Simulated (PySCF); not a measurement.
# Working out the ionisation energy of Cr

Cr [Ar] 3d5 4s1 (7S) → Cr⁺ [Ar] 3d5 (6S). All numbers are calculated (PySCF 2.14, the non-relativistic Hamiltonian (point nucleus), in def2-TZVPPD). Frozen: [Ne]. Energies in hartree (1 hartree = 27.21139 eV):

| part | Cr (lower) | Cr⁺ (upper) |
| --- | --- | --- |
| UHF | -1043.334658 | -1043.117298 |
| MP2 opposite-spin | -0.238888 | -0.232469 |
| MP2 same-spin | -0.170204 | -0.151028 |

Problem. What does Hartree-Fock give?

Solution. (-1043.117298) − (-1043.334658) = 0.217360 hartree = 5.915 eV.

Problem. What do MP2 and SCS-MP2 (6/5 opposite-spin, 1/3 same-spin) give?

Solution. The opposite-spin parts differ by 0.175 eV and the same-spin parts by 0.522 eV. MP2: 5.915 + (0.175) + (0.522) = 6.612 eV. SCS-MP2: 5.915 + 1.2 × (0.175) + (0.522)/3 = 6.299 eV.

Measured between the centres of the two terms (NIST): 6.767 eV, so MP2 (valence and next inner shell) is off by -0.155 eV.

The calculation is non-relativistic.

What remains against the reference includes basis incompleteness, the frozen core and correlation beyond second order.
